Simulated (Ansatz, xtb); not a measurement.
**Two structures of H3NSZn**

Structure X is `[NH2][Zn][SH]`, a singlet and structure Y is a singlet given by its coordinates. Both are isolated molecules in the gas phase, relaxed with PBE0-D4/def2-SVP.

X (Å):

```xyz
6

N    -1.1000    0.3087   -1.0095
S     1.2816    0.0538    2.1724
Zn    0.0370    0.1388    0.3934
H    -0.7703    0.7857   -1.8444
H    -1.6262   -0.5084   -1.3074
H     2.1778   -0.7786    1.5955
```

Y (Å):

```xyz
6

N    -0.6479    0.2295   -0.5023
S     0.5816   -0.9216   -1.1686
Zn    0.9751   -0.2779    0.9083
H    -0.6873    1.0728   -1.0736
H    -1.5730   -0.1985   -0.5120
H     1.3515    0.0958    2.3481
```

Close contacts (Å): N1–S2 1.81, N1–Zn3 2.21, S2–Zn3 2.21, N1–H4 1.02, N1–H5 1.02, Zn3–H6 1.53.

Q: Estimate which is lower in electronic energy at CCSD(T)/def2-TZVP, and by roughly how much.

A: The CCSD(T)/def2-TZVP calculation puts structure X lower, by 134.0 kJ/mol.

Level by level:

```tsv
level	geometry	E(Y) − E(X) (kJ/mol)	departure from the last row (kJ/mol)	job, with rough time for the two
PBE0-D4/def2-SVP	PBE0-D4/def2-SVP	+112.0	−21.9	optimisation, 25 s
HF/def2-TZVP	PBE0-D4/def2-SVP	+134.9	+0.9	part of the CCSD(T) run
MP2/def2-TZVP	PBE0-D4/def2-SVP	+145.2	+11.2	part of the CCSD(T) run
CCSD(T)/def2-TZVP	PBE0-D4/def2-SVP	+134.0		single point, 43 s
```

The levels shown agree on the order. The largest departure from CCSD(T)/def2-TZVP is that of PBE0-D4/def2-SVP, 21.9 kJ/mol. Levels run at GFN2-xTB geometries aren't shown.

With harmonic frequencies from PBE0-D4/def2-SVP (ideal gas, rigid rotor, one conformer each, 298.15 K, 1 atm): on the last row, ΔE + ΔZPE = +136.6, ΔH = +133.7, ΔG = +138.2 kJ/mol.

The correlated steps freeze 11 core orbitals; the last core shell of Zn is correlated, in a basis made for valence electrons. Codes used: Ansatz 0.2.0; the last row on 2 threads of Intel(R) Xeon(R) Platinum 8259CL CPU @ 2.50GHz (Skylake/Cascade Lake) on a shared host.
